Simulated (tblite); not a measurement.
Compound: C₄H₈F₂SSi.
SMILES with atom numbers: `[F:1][C@@H:2]1[CH2:3][S:4][C@@:5]([F:6])([SiH3:7])[CH2:8]1` (hydrogens: H9 on C2; H10, H11 on C3; H12, H13, H14 on Si7; H15, H16 on C8)

Geometry (GFN2-xTB, Å), atoms numbered from 1 in this order:
```
atom  x, y, z in Å
F1    -1.9981    1.3344   -1.4378
C2    -1.1673    0.3937   -0.8755
C3    -1.9316   -0.4832    0.1036
S4    -0.6232   -1.3514    1.0136
C5     0.6144    0.0023    0.7850
F6     0.8828    0.5580    2.0266
Si7    2.2361   -0.7801    0.0982
C8    -0.0533    1.0634   -0.0819
H9    -0.7671   -0.2030   -1.7048
H10   -2.5693   -1.2178   -0.3817
H11   -2.5219    0.1267    0.7892
H12    2.5887   -1.8710    0.9943
H13    3.2261    0.2942    0.0877
H14    1.9073   -1.2332   -1.2519
H15    0.6677    1.5498   -0.7398
H16   -0.4986    1.8261    0.5641
```

Method: GFN2-xTB as coded in tblite; computed harmonic values from a numerical Hessian at the method's own geometry, unscaled. This tight-binding method is rough: wavenumbers can miss measured ones by several per cent, in bad cases by 10 to 20. Modes of hydrogen on silicon can be 10 to 20 % off. One conformer, not necessarily the lowest.

Harmonic wavenumbers (cm⁻¹): 43.6, 109.6, 119.0, 157.5, 193.8, 294.2, 338.8, 369.8, 393.1, 436.8, 462.0, 516.3, 564.7, 602.7, 742.7, 749.1, 772.4, 775.3, 779.2, 872.0, 913.9, 941.5, 1001.0, 1051.5, 1081.3, 1120.3, 1126.3, 1193.6, 1197.3, 1261.1, 1294.1, 1316.6, 1445.9, 1473.5, 2291.3, 2298.0, 2351.7, 2920.0, 2971.8, 2979.4, 2993.6, 3027.9.

A = 2089, B = 1016, C = 903.7 MHz; mass 154.008 u (most abundant isotopes); point group C1, symmetry number 1.

Problem. What is the zero-point energy?

Solution. Half the sum of the wavenumbers: 23772 cm⁻¹ = 284.38 kJ/mol.

Problem. What is S at 298.15 K and 1 bar for an ideal gas of classical rigid rotors and harmonic oscillators?

Solution. Translation 171.68, rotation 123.45, vibration 110.10: S = 405.2 J/(mol K).

Problem. And Cp and H(298.15 K) − H(0)?

Solution. Cp = 157.01 J/(mol K), of which vibrations give 123.76 (their classical limit is 42 R = 349.2); H(298.15 K) − H(0) = 27.84 kJ/mol without the zero-point energy, 17.93 from vibrations.

Problem. Blend soft modes into free rotors: weight 1/[1 + (100 cm⁻¹/ν̃)⁴] for the oscillator and the rest for a rotor with moment μB/(μ + B), μ = h/(8π²ν), B = 10⁻⁴⁴ kg m². What vibrational entropy results?

Solution. 102.90 J/(mol K) in place of 110.10, which changes −T·S at 298.15 K by +2.15 kJ/mol.

Problem. How do the functions run with temperature in this model?

Solution. 
| T (K) | S (J/(mol K)) | Cp (J/(mol K)) | H − H(0) (kJ/mol) | G − H(0) (kJ/mol) | ln q(vib) |
| --- | --- | --- | --- | --- | --- |
| 50 | 246.2 | 50.9 | 2.01 | -10.30 | 0.43 |
| 100 | 288.1 | 72.3 | 5.09 | -23.72 | 1.40 |
| 373.15 | 443.6 | 185.5 | 40.71 | -124.82 | 7.84 |
| 500 | 503.5 | 224.2 | 66.81 | -184.96 | 10.93 |
| 750 | 604.8 | 274.5 | 129.69 | -323.94 | 16.76 |
| 1000 | 688.4 | 305.5 | 202.47 | -485.91 | 22.10 |

q(vib) and H(0) count from the zero-point level.

Problem. What must be added to the electronic energy to get the Gibbs energy at 298.15 K and 1 bar?

Solution. ZPE + [H(298.15 K) − H(0)] − T·S = 284.38 + 27.84 − 120.82 = 191.40 kJ/mol.

Hindered rotation and anharmonicity are outside this model. Other conformers, if any are populated, would add a mixing term that is left out. The structure is chiral; the term R ln 2 for an equal mix with its mirror image is left out.

On one thread, Arm Neoverse N1 (aarch64), on a shared host, this took 1.0 s of wall time. The figure is for the frequency step alone.
